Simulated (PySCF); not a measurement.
C6H12O (SMILES CC(=O)CC(C)C), singlet, at a GFN2-xTB geometry. Base run: CCSD/STO-3G run with PySCF.

Input for PySCF:
```python
from pyscf import gto, scf, cc

mol = gto.Mole()
mol.atom = '''
    C    -2.11392492   -1.45666873    0.26934738
    C    -1.12502968   -0.30083238    0.39001541
    C    -1.70521148    0.96944491   -0.22635415
    C     0.20129662   -0.65837850   -0.28752660
    C     1.32263919    0.29941117    0.05625589
    C     2.45017017    0.31437968   -0.94784239
    O     1.32845575    0.98274039    1.04769023
    H    -1.72212327   -2.35427700    0.74302643
    H    -3.05529720   -1.20108297    0.74961685
    H    -2.31394092   -1.67876989   -0.77742101
    H    -0.92120223   -0.11147153    1.44851876
    H    -1.91151014    0.82139937   -1.28531654
    H    -2.63416952    1.24146998    0.26881751
    H    -1.00695399    1.79564356   -0.11852529
    H     0.07778045   -0.70754014   -1.37111552
    H     0.52894020   -1.64668954    0.05045123
    H     3.31498472    0.82861918   -0.53725568
    H     2.11668478    0.84481241   -1.83842447
    H     2.71952197   -0.69817327   -1.23726761
'''
mol.basis = 'sto-3g'
mol.verbose = 4
mol.build()

mf = scf.RHF(mol)
mf.kernel()

mycc = cc.CCSD(mf)
mycc.kernel()
print('E(CCSD) = %.10f' % mycc.e_tot)
```

Variants of this job, named by their change:

| change | ΔE vs base (kcal/mol) | MP2 correlation (Eh) | CC correlation without the perturbative part (Eh) | basis functions |
|---|---|---|---|---|
| base | 0.000 | -0.37058 | -0.47169 | 47 |
| method = mp2 | [?] | -0.37058 | - | 47 |
| cc.level_shift = 0.2 | 0.000 | -0.37058 | -0.47169 | 47 |
| cc.conv_tol = 1e-9 | 0.000 | -0.37058 | -0.47169 | 47 |
| frozen = 7 | [?] | [?] | [?] | 47 |
| cart = on | 0.000 | -0.37058 | -0.47169 | 47 |
| frozen = 8 | [?] | [?] | [?] | 47 |
| cc.diis_space = 3 | 0.000 | -0.37058 | -0.47169 | 47 |
| cc.conv_tol = 1e-5 | 0.000 | -0.37058 | -0.47169 | 47 |
| density fitting = JK and correlation | -0.459 | -0.37049 | -0.47163 | 47 |

Question: Fill in the missing entries.

Answer: 
- method = mp2, ΔE vs base (kcal/mol): 63.4
- frozen = 7, ΔE vs base (kcal/mol): 1.66
- frozen = 7, MP2 correlation (Eh): -0.36757
- frozen = 7, CC correlation without the perturbative part (Eh): -0.46904
- frozen = 8, ΔE vs base (kcal/mol): 12.88
- frozen = 8, MP2 correlation (Eh): -0.34967
- frozen = 8, CC correlation without the perturbative part (Eh): -0.45117
